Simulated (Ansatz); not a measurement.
System: sum formula SiN$_{3}$H$_{6}$Cl (charge 0, singlet). 
Structure (B3LYP-D3(BJ)/def2-TZVP (Ansatz, an electronic-structure program) minimum search):
SMILES: N[Si](N)(N)Cl
```xyz
11

N     -0.9994    -1.1121    -1.0915
Si     0.0764    -0.0184    -0.3508
N     -0.1028     1.5337    -1.0298
N      1.6812    -0.5599    -0.5356
Cl    -0.3703     0.0886     1.7002
H     -1.9472    -1.2293    -0.7727
H     -0.6320    -1.9476    -1.5160
H     -0.7972     1.6777    -1.7443
H      0.0884     2.3723    -0.5066
H      2.1056    -1.2047     0.1108
H      2.3560     0.0515    -0.9648
```
Charge 0, spin multiplicity 1.

Wanted: atomisation energy (electronic, to ground-state atoms), in eV. Cores are frozen in the correlated levels unless marked. UHF or UKS for open shells. Spin-orbit coupling is left out. Non-relativistic. The coupled-cluster limit lacks core correlation, which all-electron functionals hold. CBS(X,Y): correlation extrapolated as X^-3; Hartree-Fock from the larger set.

| level | program | atomisation energy (eV) | minus last row |
|---|---|---|---|
| HF/aug-cc-pV(Q+d)Z | Ansatz | 27.73 | -13.03 |
| HF/cc-pV(Q+d)Z | Ansatz | 27.71 | -13.05 |
| revPBE-D3(BJ)/def2-TZVPD | Ansatz + dftd3 | 40.10 | -0.66 |
| r2SCAN/def2-TZVPD | Ansatz | 40.26 | -0.50 |
| B97M-V/def2-TZVPD | Ansatz | 40.61 | -0.15 |
| B3LYP-D3(BJ)/def2-TZVPD | Ansatz + dftd3 | 40.74 | -0.02 |
| CAM-B3LYP-D4/def2-TZVPD | Ansatz + dftd4 | 40.90 | 0.14 |
| MP2/cc-pV(D+d)Z | Ansatz | 36.41 | -4.35 |
| CCSD(T)/cc-pVTZ | Ansatz | 38.90 | -1.86 |
| CCSD(T)/CBS(aug-cc-pV(T+d)Z,aug-cc-pV(Q+d)Z) | Ansatz | 40.76 | 0.00 |
